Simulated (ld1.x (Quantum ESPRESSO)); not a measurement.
## Ranking TM potentials for Sn (Z = 50)

All share these settings but for the change named:

Sn, norm-conserving Troullier–Martins (Kleinman–Bylander form), made with ld1.x (Quantum ESPRESSO) 7.5 (LDA (PZ), scalar-relativistic). Core [Kr] 4d10, reference 5s2 5p2. Waves: 5p (bound): rc 1.95 bohr; 5s (bound): rc 1.95 bohr. Local part: the s channel. Core correction: Bessel-smoothed model core, default radius (core density twice the valence density).

Cutoff: the first of the cutoffs (Ry, on a coarse ladder) from which the occupation-weighted sum of valence levels, in a spherical-Bessel basis at the reference potential, stays within 10 and 1 mRy of its value at 400 Ry; the density cutoff is not measured.

The base gives 25 Ry.

Of 11 variants that were run, those that failed, showed a ghost or another fault, or gave nearly equal values are left out.

A variant can come out equal or close to the base.

Q: Rank these variants from softest to hardest (loose cutoff).
A. functional PBE
B. wave 5s (bound): rc 1.95 bohr becomes 5s (bound): rc 2.98 bohr
C. wave 5p (bound): rc 1.95 bohr becomes 5p (bound): rc 2.12 bohr
D. all radii but the core radius scaled by about 1.42 (s 2.76, p 2.76 bohr)

A: D (10 Ry), B (18 Ry), C (21 Ry), A (25 Ry).
